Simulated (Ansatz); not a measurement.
Isolated molecules relaxed with PBE0-D4/def2-TZVP in Ansatz; ΔE leaves out vibrations. CCSD(T)/CBS is the MP2 limit (def2-TZVPP, def2-QZVPP) plus CCSD(T) − MP2 in def2-TZVPP, frozen cores. Functionals use def2-TZVPP. B3LYP here is the variant with VWN-RPA as its local correlation; programs differ in this. For Ge outer-core shells are correlated without core-valence functions, which leaves a few kJ/mol of doubt a bond. Scalar relativity is left out up to krypton.

`C[B](C)[GeH3]` + `C#[C][AlH][F]` → `[F][AlH][GeH3]` + `C#CB(C)C`  (redistribution)

CCSD(T)/CBS gives -6.0 kcal/mol.

**Question.** Another level gave -7.5 kcal/mol. Which?
A. B3LYP/def2-TZVPP
B. CCSD(T)/def2-TZVPP
C. LC-ωPBE/def2-TZVPP
D. LDA (SPW92)/def2-TZVPP

**Answer.** C. LC-ωPBE -7.5, B3LYP -8.7, CCSD(T)/def2-TZVPP -5.9, LDA (SPW92) -10.6 kcal/mol.

Largest T1 diagnostic among the species: 0.013.

From BLYP to BHLYP (50 % exact exchange), in def2-TZVPP and without D4, ΔE moves by +0.8 kcal/mol. At CCSD(T), def2-SVP lies −1.7 kcal/mol from the extrapolated value and def2-TZVPP +0.1 kcal/mol.
